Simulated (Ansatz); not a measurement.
In(H2S)F3 (InH2SF3). The state is a singlet with charge 0. Geometry PBE-D4/def2-SVP.

```xyz
7

In    0.5970   -0.5222   -0.6981
S    -1.2089    1.2107    0.4005
H    -1.3202   -0.0376    0.9990
H    -0.2208    1.5915    1.2631
F     0.2673   -0.8251   -2.6106
F    -0.3640   -1.6946    0.6247
F     2.2496    0.2773    0.0214
```

In the def2 sets In takes a core potential, while STO-3G treats all electrons; there is no spin–orbit coupling.

Q: Estimate the orbital energies around the gap (eV) in Ansatz with HF/STO-3G, PBE-D4/def2-TZVP, B97M-V/def2-TZVP, PBE0-D4/def2-SVP, ωB97X-V/def2-TZVP.

A: 
```
orbital  HF/STO-3G  PBE-D4/def2-TZVP  B97M-V/def2-TZVP  PBE0-D4/def2-SVP  ωB97X-V/def2-TZVP
HOMO−13     -15.08            -19.53            -20.43            -22.30             -25.00
HOMO−12     -15.03            -19.52            -20.42            -22.18             -24.96
HOMO−11     -14.96            -12.62            -13.12            -14.15             -16.75
HOMO−10     -12.94            -11.52            -11.83            -13.04             -15.96
 HOMO−9     -11.97            -10.89            -11.37            -12.28             -14.93
 HOMO−8     -10.49             -9.72            -10.16            -11.22             -14.11
 HOMO−7     -10.34             -9.65            -10.10            -11.19             -14.11
 HOMO−6     -10.21             -9.32             -9.81            -10.92             -13.81
 HOMO−5      -9.46             -8.68             -9.23            -10.33             -13.30
 HOMO−4      -9.35             -8.66             -9.21            -10.28             -13.27
 HOMO−3      -9.14             -8.63             -9.19            -10.28             -13.16
 HOMO−2      -8.84             -8.59             -9.15            -10.24             -13.11
 HOMO−1      -8.17             -8.54             -9.10            -10.20             -13.07
   HOMO      -8.03             -8.24             -8.70             -9.58             -12.08
   LUMO       8.09             -3.64             -3.49             -2.50              -0.56
 LUMO+1       8.87             -1.98             -1.79             -0.51               1.18
 LUMO+2      10.26             -1.22             -1.03              0.02               1.60
 LUMO+3      11.96             -0.86             -0.72              0.46               1.82
 LUMO+4      13.41              0.05              0.19              1.36               2.24
 LUMO+5      14.36              0.28              0.46              1.70               2.46
```
